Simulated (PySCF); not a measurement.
**Dipole response of Mo²⁵⁺ (molybdenum, charge +25)**

[Ne] 3s2 3p5, 2P determinant. Calculation: PySCF 2.14, in an even-tempered Gaussian basis (18 s from 2.9 bohr⁻², ratio 2.5; 12 p from 3.8 bohr⁻², ratio 2.5; 5 d from 19 bohr⁻², ratio 2.7; 4 f from 28 bohr⁻², ratio 2.7); scalar relativity by spin-free X2C-1e. Coupled (time-dependent) response in atomic units; α is the mean over directions.

```tsv
method	mean α (bohr³)	α xx, yy, zz	C₆ (like pair)	S(−4)
UHF	0.02157	0.03290, 0.01591, 0.01591	0.003231	0.0005370
PBE0	0.02175	0.03307, 0.01610, 0.01610	0.003239	0.0005904
```

S(−4) is the Cauchy moment in α(ω) = α(0) + S(−4) ω² + …

Spin-orbit coupling is absent.

α(iu) at PBE0:

| u (hartree) | α(iu) (bohr³) |
| --- | --- |
| 0 | 0.02175 |
| 0.900 | 0.02130 |
| 1.80 | 0.02013 |
| 3.60 | 0.01711 |
| 5.40 | 0.01430 |
| 7.20 | 0.01199 |
| 9.00 | 0.01015 |
| 13.5 | 0.007074 |
| 18.0 | 0.005341 |
| 27.0 | 0.003589 |
| 45.0 | 0.002220 |

A single London oscillator, α(iu) = α/(1 + u²/ω²), gives C₆ = (3/4) ω α². Matching the computed C₆ needs ω = 4 × 0.003239 / (3 × 0.02175²) = 9.13 hartree.

For an ion, C₆ is the dispersion term alone; charge-induced terms of lower order in 1/R come first.

The components differ because the open shell of this determinant is not spherical; for a pure term their mean is the scalar polarisability.

Spin-orbit coupling, absent here, splits the open shell strongly.
